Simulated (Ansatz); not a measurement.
`C[C](O)([AlH2])[SiH3]` at its PBE0-D4/def2-TZVP geometry, where that method's forces vanish. Charge 0, multiplicity 1.

```xyz
14

C     1.1377    0.4166   -0.9583
C    -0.1833    0.0079   -0.3098
O    -1.0488   -0.6524   -1.2555
Al   -1.2023    1.5531    0.3976
Si    0.1007   -1.1811    1.1350
H     0.9703    1.0407   -1.8421
H     1.7699    0.9758   -0.2623
H     1.7147   -0.4582   -1.2891
H    -0.6077   -1.4491   -1.5735
H    -0.4677    2.4630    1.4751
H    -2.6835    1.8542   -0.0719
H     0.5088   -2.5052    0.5775
H    -1.1620   -1.3671    1.9068
H     1.1532   -0.6980    2.0706
```

Q: What forces (eV/Å) does B3LYP-D4/def2-TZVPP give on these atoms in the Gaussian-basis code of Ansatz? (Best estimate.)

A: Computed: 
```
C1   0.195  0.075 -0.109
C2   0.073  0.172  0.339
O3  -0.171 -0.172 -0.230
Al4 -0.094  0.147  0.023
Si5  0.035 -0.161  0.144
H6   0.022 -0.031  0.042
H7  -0.026 -0.030 -0.049
H8  -0.020  0.047  0.005
H9  -0.045 -0.037 -0.059
H10 -0.052 -0.059 -0.070
H11  0.093 -0.017  0.034
H12 -0.025  0.082  0.038
H13  0.083  0.016 -0.048
H14 -0.069 -0.032 -0.061
```

B3LYP here is the variant with VWN-RPA as its local correlation; programs differ in this.
